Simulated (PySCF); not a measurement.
silylphosphine (H₅PSi), SMILES P[SiH3]. Atoms are numbered in the order given.

```xyz
7

Si    -1.0967    -0.0069     0.0000
P      1.1674     0.1185     0.0000
H     -1.5925     0.6959     1.2062
H     -1.5925     0.6959    -1.2062
H     -1.6210    -1.3928     0.0000
H      1.3238    -0.8394     1.0358
H      1.3238    -0.8394    -1.0358
```

Geometry: B3LYP-D3(BJ)/def2-TZVP.

Two levels are set side by side: PBE/pcSseg-2 (PySCF) and PBE0/pcSseg-2 (PySCF). GIAO shifts against PH3 (³¹P), TMS (²⁹Si), TMS (¹H) at the same level; non-relativistic, no solvent, atoms listed together averaged. Differences are taken from unrounded values.

```tsv
quantity	PBE
δ(²⁹Si) of Si1 (ppm)	-84.6
δ(³¹P) of P2 (ppm)	-18.0
δ(¹H) of H6, H7 (ppm)	1.81
```

Problem. These are the PBE values. What does PBE0 give? (Estimate from the structure and the level; the computed values follow.)

Solution. 
```
quantity                PBE0  PBE minus PBE0
---------------------  -----  --------------
δ(²⁹Si) of Si1 (ppm)   -80.1            -4.5
δ(³¹P) of P2 (ppm)     -24.5             6.5
δ(¹H) of H6, H7 (ppm)   1.80            0.01
```

Rough cost on one machine, each run with all the roots and properties that it gave: PBE0 against PBE within a factor of 2.
